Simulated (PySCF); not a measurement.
**How methods differ on the excitation energy of Se⁺**

Se⁺ [Ar] 3d10 4s2 4p3 (4S) → Se⁺ [Ar] 3d10 4s1 4p3 4d1 (6D), as a difference of total energies. Calculation: PySCF 2.14, in x2c-QZVPPall with one added diffuse shell each of s, p, d, f type (12s9p6d5f1g, 113 functions); scalar relativity by spin-free X2C-1e. Correlated levels: valence: [Ar] 3d10 frozen; valence and next inner shell: [Ne] frozen. The calculations carry no spin-orbit coupling.

| method | excitation energy (eV) |
| --- | --- |
| UHF | 18.852 |
| LDA | 21.750 |
| PBE | 21.337 |
| PBE0 | 21.026 |
| r2SCAN | 20.860 |
| HSE06 | 21.105 |
| BLYP | 21.928 |
| TPSSh | 21.109 |
| MP2 (valence) | 20.299 |
| SCS-MP2 (valence) | 20.757 |
| MP2 (valence and next inner shell) | 21.025 |
| SCS-MP2 (valence and next inner shell) | 21.319 |

How much does correlation contribute at MP2 (valence and next inner shell)?

21.025 − (18.852) = 2.173 eV, measured against UHF.

A first-order spin-orbit estimate (lowest level to lowest level, LS coupling) adds -0.015 eV.

The promoted electron is Rydberg-like, and one or two diffuse shells describe it only roughly, which tends to raise the upper state.
